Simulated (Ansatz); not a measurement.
I₄Si, SMILES `I[Si](I)(I)I`. The species carries charge 0 and has multiplicity 1. I: def2 effective core potential.

```json
{"atom": "I1", "x (Å)": "-2.378", "y (Å)": "0.101", "z (Å)": "-0.481"}
{"atom": "Si2", "x (Å)": "0.000", "y (Å)": "0.000", "z (Å)": "0.000"}
{"atom": "I3", "x (Å)": "1.221", "y (Å)": "-0.461", "z (Å)": "-2.048"}
{"atom": "I4", "x (Å)": "0.731", "y (Å)": "2.126", "z (Å)": "0.917"}
{"atom": "I5", "x (Å)": "0.426", "y (Å)": "-1.766", "z (Å)": "1.611"}
```

Task: List the harmonic frequencies (cm⁻¹, unscaled) at PBE0-D4/def2-TZVP in Ansatz. (Best estimate.)

Result: Computed: 58, 58, 92, 92, 92, 171, 414, 414, 414.

Task: Is this a minimum?

Result: Yes, all 9 modes are real.

Task: Give the ideal-gas thermochemistry at 298.15 K and 1 bar (rigid rotor, harmonic oscillator; point group Td, symmetry number 12).

Result: Zero-point energy 10.8 kJ/mol; H(298) − E = 34.8 kJ/mol; entropy 414.7 J/(mol·K), of which translation 187.2, rotation 122.6, vibration 104.8; G(298) − E = -88.8 kJ/mol. Modes under 100 cm⁻¹ are hindered rotations or soft bends, so the harmonic entropy is rough.
